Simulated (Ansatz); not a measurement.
Consider the formal exchange of groups at the Si–Si bond: `C[SiH](N)[SiH2]N` + `C=[Se]` → `N[SiH2]C=[Se]` + `C[SiH2]N`.

Gas-phase electronic energies from Ansatz, PBE0-D4/def2-TZVP geometries. CCSD(T)/CBS is the MP2 limit (def2-TZVPP, def2-QZVPP) plus CCSD(T) − MP2 in def2-TZVPP, frozen cores. Functionals use def2-TZVPP. For Se outer-core shells are correlated without core-valence functions, which leaves a few kJ/mol of doubt a bond. Scalar relativity is left out up to krypton. Each species was taken in one conformer, which may not be the lowest.

| level | ΔE (eV) |
| --- | --- |
| ωB97M-V | -0.24 |
| MP2/def2-QZVPP | -0.30 |

(1) What does CCSD(T)/CBS give? (Best estimate.)

Largest T1 diagnostic among the species: 0.015.

Answers

(1) Computed: -0.23 eV. The listed levels differ from it by -0.01, -0.07 eV.
